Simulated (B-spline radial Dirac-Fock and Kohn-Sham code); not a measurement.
**Binding energies of Bi¹²⁺ at several levels of theory**

System: bismuth as Bi¹²⁺, [Xe] 4f14 5d3.

The density-functional columns are spherical, spin-unpolarised Dirac-Kohn-Sham results without Breit or QED terms: −ε is minus the orbital energy of the initial state and ΔSCF the difference of two total energies. The reference in the last column comes from Dirac-Fock energy differences between relaxed states, corrected for Breit and QED terms. All numbers are from a radial atomic solver, in eV; a selection of levels is shown. The Kohn-Sham columns are given as differences from the reference. For the 1s level of heavy atoms much of the gap between ΔSCF and the reference is the Breit and QED part, -515.1 eV here; for other levels the error of the functional can be larger.

```csv
level,LDA −ε − DF,LDA ΔSCF − DF,Dirac-Fock
1s,-156.5,+505.0,90758.1
2s,-181.7,-52.1,16629.8
2p1/2,-123.3,+43.1,15947.9
2p3/2,-147.2,-9.5,13654.7
3s,-105.9,-62.8,4239.7
3p1/2,-85.3,-39.1,3934.9
3p3/2,-85.2,-43.7,3415.9
3d3/2,-61.8,-13.0,2922.3
3d5/2,-63.8,-16.6,2814.1
4s,-62.2,-39.5,1175.0
4p1/2,-53.1,-30.5,1041.9
4p3/2,-52.5,-31.1,912.8
4d3/2,-38.6,-17.3,695.9
4d5/2,-38.5,-17.6,671.8
4f5/2,-19.8,+1.0,389.0
4f7/2,-20.1,+0.6,383.7
5s,-19.6,-6.3,381.5
5p1/2,-12.8,+0.1,329.5
5p3/2,-12.9,-0.8,301.2
5d,-9.2,+1.6,226.6
```

Values without a named source are computed, but for edge energies of neutral atoms, which are taken from tables.
